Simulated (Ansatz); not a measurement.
Reaction (cleavage of the B–Si bond): `B[SiH2]O[SiH2]F` + `C[Si](O)(O)O` → `BO[Si](C)(O)O` + `F[SiH2]O[SiH3]`

Isolated molecules relaxed with PBE0-D4/def2-TZVP in Ansatz; ΔE leaves out vibrations. CBS: MP2 limit from def2 TZ/QZ plus the TZ coupled-cluster correction, frozen cores. DFT in def2-TZVPP. Each species was taken in one conformer, which may not be the lowest.

```tsv
level	ΔE (eV)
r2SCAN	-1.65
SCS-MP2/def2-TZVPP	-1.76
CCSD/def2-TZVPP	-1.69
MP2/def2-QZVPP	-1.75
```

What does CCSD(T)/CBS give? (Best estimate.)

Computed: -1.67 eV. The listed levels differ from it by 0.02, -0.09, -0.02, -0.08 eV.

Largest T1 diagnostic among the species: 0.012.

In def2-TZVPP, CCSD(T) changes the Hartree–Fock value by +0.11 eV (the triples alone add −0.00 eV) and MP2 by +0.05 eV.
